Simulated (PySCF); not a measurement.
Peak assignment

Mapped SMILES: `[CH3:1][C:2](=[O:3])[C:4]1=[CH:5][C@@:6]2([SiH3:7])[CH:8]=[CH:9][C@@H:10]12`. Hydrogens are named by the atom that carries them.

[PySCF: σ from GIAO-PBE0/pcSseg-1; GFN2-xTB geometry; one conformer; non-relativistic; no solvent; fast rotation and ring inversion assumed for equivalent nuclei]

Chemical shifts δ = σref − σ; TMS for $^{13}$C (σ = 186.93 ppm) and $^{1}$H (σ = 31.72 ppm), all at this level.

Problem. Assign these signals to the numbered atoms. $^{13}$C{$^{1}$H} NMR (computed): δ 196.0, 165.5, 156.6, 156.5, 149.4, 55.2, 48.2, 30.1.

Solution. 
```tsv
δ (ppm)	atoms	environment	reason
196.0	C2	ketone carbonyl carbon	low-lying n→π* states of the double bond to the heteroatom give a large paramagnetic term (-252 ppm)
165.5	C5	β carbon of a C=C–C=O unit	conjugation with the carbonyl draws π density from the β position
156.6	C4	α carbon of a C=C–C=O unit	as expected for a trigonal carbon in a double bond
156.5	C8	alkene CH	as expected for a trigonal carbon in a double bond
149.4	C9	alkene CH	–
55.2	C10	allylic sp3 CH	–
48.2	C6	allylic fully substituted sp3 carbon bonded to Si	–
30.1	C1	methyl carbon α to a carbonyl	α to the electron-withdrawing carbonyl group
```

C4 and C8 lie closer than the usual error of such a calculation, so a measured spectrum could show them in the other order.

Problem. Assign these signals to the numbered atoms. $^{1}$H NMR (500 MHz, computed): δ 7.69 (s, 1H), 7.00 (m, 1H), 6.99 (m, 1H), 4.12 (s, 3H), 4.00 (m, 1H), 2.24 (s, 3H).

Solution. 
```tsv
δ (ppm)	atoms	environment	reason
7.69	H(C5)	hydrogen on a β carbon of a C=C–C=O unit	a vinylic proton, deshielded by the sp2 carbon and the C=C anisotropy
7.00	H(C9)	hydrogen on an alkene CH	olefinic region
6.99	H(C8)	hydrogen on an alkene CH	–
4.12	H(Si7)	hydrogen on a silicon bonded to C	–
4.00	H(C10)	hydrogen on an allylic sp3 CH	–
2.24	H(C1)	hydrogen on a methyl carbon α to a carbonyl	α to C=O
```

H(C9) and H(C8) lie closer than the usual error of such a calculation, so a measured spectrum could show them in the other order.

Shifts are as computed. Against solution values, carbons near 30 ppm lie about +3 ppm off and those near 130 ppm about +5 ppm. Of 1309 compounds with measured shifts, 239 miss one by over three times the rms of a fit or turn the order of signals round; such compounds aren't used in these exercises. No couplings were computed; multiplicities are counted from neighbouring protons, with m where these are inequivalent, close in shift, in a saturated or five-membered ring or joined by F or P, and br s for small geminal =CH2 splittings.
